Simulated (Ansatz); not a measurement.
Ansatz (a program for electronic structure) input file for C4H5NO, SMILES Nc1occc1, PBE/def2-SVPD. Geometry: B3LYP-D3(BJ)/def2-SVP. The values are those of a single conformer.

Ansatz 0.2 input:
```yaml
crystal:
  periodic: [false, false, false]
  atoms:
    - {symbol: N, position_ang: [2.02392464, 0.17084545, -0.17856624]}
    - {symbol: C, position_ang: [0.64864821, 0.16394032, -0.04032463]}
    - {symbol: C, position_ang: [-0.30576195, 1.15114141, -0.01579306]}
    - {symbol: C, position_ang: [-1.56842857, 0.46327538, 0.06225761]}
    - {symbol: C, position_ang: [-1.29038899, -0.86866730, 0.08494004]}
    - {symbol: O, position_ang: [0.07128850, -1.05660564, 0.02060381]}
    - {symbol: H, position_ang: [2.45676536, 1.05077672, 0.08002707]}
    - {symbol: H, position_ang: [2.48239001, -0.62125793, 0.26335514]}
    - {symbol: H, position_ang: [-0.13293354, 2.22351721, -0.05205745]}
    - {symbol: H, position_ang: [-2.55716917, 0.91600538, 0.10124707]}
    - {symbol: H, position_ang: [-1.89124531, -1.77025323, 0.14608141]}
basis:
  gaussian:
    orbitals: def2-SVPD
hamiltonian:
  xc: {name: PBE}
```

Output:

```
WARN ansatz: RAYON_NUM_THREADS=1 ignored (pool sized by the plan → 1); use --threads N
Functional definition: PBE
integrals: 0.09 GiB planned
1356 factors; their error is unknown
mean field: 0.66 GiB planned
mean field evaluation 1: about -7740.5231 eV, gradient 6.8e1 eV
mean field evaluation 2: about -7724.3074 eV, gradient 1.0e2 eV
mean field evaluation 4: about -7751.0801 eV, gradient 1.4e1 eV
mean field evaluation 8: about -7751.5094 eV, gradient 1.7e-1 eV
mean field evaluation 16: about -7751.4153 eV, gradient 2.2e-3 eV
mean field -7751.41533366 eV, -284.8592594141 hartree, gradient 4.0e-5 eV, S^2 0.000000; 0 other end points of the search recorded, 0 dependent functions left out
reference -7751.41537630 eV, -284.8592609810 hartree; 22, 22 occupied and 141, 141 virtual orbitals, 1356 factors
Total energy: -7751.41537630 eV, -284.8592609810 hartree
```

The calculation finished and met its thresholds.
